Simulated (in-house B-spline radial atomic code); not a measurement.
Values are calculated unless marked as measured or tabulated.
Correlation energy from the adiabatic connection: −Z exp(−kr)/r, Z = 2.01, k = 0.485

Two electrons in a singlet, external potential −Z exp(−kr)/r, Z = 2.01, k = 0.485 (atomic units). Full CI in B-splines (partial waves to l = 8, correlation up to 0.6 % small) with the density held fixed gives W(λ) = <V_ee>_λ − U, and E_c is the integral of W(λ) − W(0) from 0 to 1.

```csv
λ,W(λ) − W(0) (hartree)
0,0.00000
0.02,-0.00201
0.05,-0.00498
0.12,-0.01174
0.25,-0.02369
0.4,-0.03659
0.6,-0.05245
0.8,-0.06695
1,-0.08024
```

**Question.** Integrate the table by the trapezoid rule.

**Answer.** The strips give -0.00002, -0.00010, -0.00059, -0.00230, -0.00452, -0.00890, -0.01194, -0.01472, which sum to -0.04310 hartree. The direct value, W(1) − W(0) + T_c with T_c = 0.03706, is -0.04318; the curve is convex, so chords lie above it and the trapezoids fall short in size by 0.20 %.

**Question.** Now use only three numbers: W(0) = -0.94585, the initial slope W'(0) = -0.1008 (extrapolated from the first points) and the strong-coupling limit of the point-charge-plus-continuum model, W∞ = -1.3581. What do second-order theory and the interpolation W(λ) = W∞ + (W(0) − W∞)/√(1 + 2χλ) of Seidl, Perdew and Levy give?

**Answer.** Second order keeps the slope alone: E_c = W'(0)/2 = -0.05040, +17 % in size against -0.04318. Matching the slope fixes χ = W'(0)/(W∞ − W(0)) = -0.1008/(-0.41225) = 0.24451. Integrating, with s = √(1 + 2χ) = 1.220256, E_c = −(W(0) − W∞)(s − 1)/(s + 1) = −0.41225 × 0.220256/2.220256 = -0.04090 hartree, -5.3 % in size against the full result. At λ = 1 the formula gives W − W(0) = -0.07441 against -0.08024. Part of the miss can come from the model's W∞.
